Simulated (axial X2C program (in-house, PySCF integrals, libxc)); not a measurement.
# Spin–orbit effects down a group: molecules with Sc (ions), MP2

Computed with an in-house relativistic program for diatomic molecules, spin-free (one-electron X2C) or two-component (2c: spin–orbit coupling with atomic mean-field Coulomb and Gaunt terms, which also bring small scalar terms), in Dyall basis sets with cores contracted in-house; open shells are unrestricted.

Basis sets: O dyall-av3z, S dyall-av3z, Sc dyall-acv3z, Se dyall-acv3z. Frozen shells (counts by l): ScO⁻ Sc 3s2p, O 1s, 10 electrons correlated; ScS⁻ Sc 3s2p, S 2s1p, 10 electrons correlated; ScSe⁻ Se 3s2p1d, Sc 3s2p, 10 electrons correlated. Where the outer core of a metal is frozen, bonds come out longer and ionisation energies lower.

```json
{"molecule": "ScO⁻", "spin-free state": "M_S = 0, Λ = 0", "Re (Å)": "1.724", "ωe (cm⁻¹)": "889.9", "De (eV)": "7.12", "2c state": "Ω = 0", "Re 2c (Å)": "1.724", "ωe 2c (cm⁻¹)": "890.0", "De 2c (eV)": "7.11"}
{"molecule": "ScS⁻", "spin-free state": "M_S = 0, Λ = 0", "Re (Å)": "2.214", "ωe (cm⁻¹)": "521.6", "De (eV)": "4.37", "2c state": "Ω = 0", "Re 2c (Å)": "2.214", "ωe 2c (cm⁻¹)": "521.6", "De 2c (eV)": "4.34"}
{"molecule": "ScSe⁻", "spin-free state": "M_S = 0, Λ = 0", "Re (Å)": "2.348", "ωe (cm⁻¹)": "390.0", "De (eV)": "3.79", "2c state": "Ω = 0", "Re 2c (Å)": "2.348", "ωe 2c (cm⁻¹)": "389.6", "De 2c (eV)": "3.70"}
```

Q: Work out the shifts from the spin-free to the two-component result.

A: 

```json
{"molecule": "ScO⁻", "2c state": "Ω = 0", "ΔRe (Å)": "0.000", "Δωe (cm⁻¹)": "0.1", "ΔDe (eV)": "-0.01"}
{"molecule": "ScS⁻", "2c state": "Ω = 0", "ΔRe (Å)": "0.000", "Δωe (cm⁻¹)": "0.0", "ΔDe (eV)": "-0.03"}
{"molecule": "ScSe⁻", "2c state": "Ω = 0", "ΔRe (Å)": "0.000", "Δωe (cm⁻¹)": "-0.4", "ΔDe (eV)": "-0.09"}
```

Shifts of one unit in the last digit are rounding.

Fragments in 2c: Sc + O-, Sc + S-, Se- + Sc. Each entry is the lowest single determinant of a limited PBE0 search at one distance. De goes to single-determinant-based atoms at the same level (for ions the charge split of lowest energy) and is withheld (n/a) where an atom does not fit its ground term or J level. Main or longest-lived isotopes.
